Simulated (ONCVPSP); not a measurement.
# Reading a pseudo-wave (Cl (Z = 17))

Columns: radius, all-electron u(r) and pseudo u(r) of the 3p shell (level -8.60 eV) of chlorine in the configuration [Ne] 3s2 3p5; PBE, scalar-relativistic, ONCV scheme, ONCVPSP 4.0.1.

```tsv
r (bohr)	all-electron	pseudo
0.065	-0.1088	0.0042
0.130	-0.2565	0.0164
0.195	-0.3429	0.0363
0.260	-0.3575	0.0636
0.325	-0.3146	0.0982
0.390	-0.2334	0.1397
0.455	-0.1299	0.1869
0.520	-0.0166	0.2386
0.585	0.0980	0.2937
0.650	0.2080	0.3511
0.715	0.3099	0.4098
0.780	0.4017	0.4679
0.845	0.4827	0.5234
0.910	0.5527	0.5748
0.975	0.6120	0.6217
1.040	0.6608	0.6637
1.105	0.6998	0.7002
1.170	0.7297	0.7297
1.235	0.7514	0.7514
1.300	0.7659	0.7659
1.365	0.7740	0.7739
1.430	0.7765	0.7765
1.495	0.7742	0.7742
1.560	0.7679	0.7678
1.625	0.7582	0.7581
1.690	0.7457	0.7456
```

(1) How many radial nodes do the two functions have?

(2) At about which radius was the pseudo-wave matched?

(3) Where does each function peak?

(4) Is the pseudo-wave norm-conserving?

Results:

(1) The all-electron 3p function has n − l − 1 = 1; the pseudo-wave has 0, since the states of the same l below it are removed with the core.

(2) 1.20 bohr. The columns agree to 0.0005 from 1.10 bohr on; several derivatives are matched, so the curves merge somewhat inside the radius.

(3) Outermost all-electron maximum near 1.43 bohr, pseudo maximum near 1.43 bohr (to the table’s step).

(4) Yes: the ONCV scheme keeps the norm inside the radius equal to the all-electron one, which fixes the energy derivative of the logarithmic derivative at the level.
